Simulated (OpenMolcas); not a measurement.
A calculation on Re V.

```json
{
 "Program": "OpenMolcas 26.06",
 "Method": "MS-CASPT2, IPEA 0.25 Eh, imaginary shift 0.1 Eh (closed shells correlated: 5s 5p)",
 "Basis": "ANO-RCC-VTZP [8s7p5d3f2g1h]",
 "Scalar Hamiltonian": "DKH2, point nucleus",
 "Active space": "3 electrons in 5 orbitals (5d)",
 "State averaging": "2S+1 = 4 even, 10 roots; 2S+1 = 2 even, 40 roots kept (CI in the orbitals of an earlier block)",
 "Spin-orbit coupling": "RASSI with atomic mean-field integrals over the reference wave functions, term energies averaged over their components"
}
```

Problem. Which level of the active space comes out lowest?

Solution. 5d3 4F 3/2, with 85 % of that term; it is also the measured ground level.

Problem. How high does 5d3 4F 9/2 [66 %] lie?

Solution. 1.507 eV above the lowest level; measured 1.4771 eV above the ground level, so the calculation is off by +2 %.

Problem. How high does 5d3 2G 7/2 lie?

Solution. 2.433 eV above the lowest level; measured 2.3573 eV above the ground level, so the calculation is off by +3 %.

Problem. How high does 5d3 4P 5/2 lie?

Solution. 2.674 eV above the lowest level; measured 2.5940 eV above the ground level, so the calculation is off by +3 %.

Problem. The level at 2.981 eV has J = 3/2. What is it made of, and what is its g factor?

Solution. 44 % 5d3 2D 3/2(1), 43 % 5d3 4P, 7 % 5d3 2P; g = 1.217, against 0.800 from Landé's formula for the pure leading term.

Measured values: the list in Brasseur, Gamrath and Quinet, At. Data Nucl. Data Tables 157, 101636 (2024).

CASPT2 does not keep the components of a term degenerate, so their means are used; among the terms shown or strongly mixed into the levels shown the widest spread is 480 cm-1 (5d3 4F). Terms from blocks run as CI alone lack orbitals of their own. Measured partners are found by configuration, term and J. A level has none where our copy of the source lacks it or the pairing is in doubt (some pairs that miss far off the trend of their configuration count as doubtful), and it then counts in no deviation. Levels of configurations outside the active space are missing.

A share in square brackets marks a mixed level and gives the weight of the term that names it. A number in round brackets counts repeated terms of one configuration in the order of the reference energies.
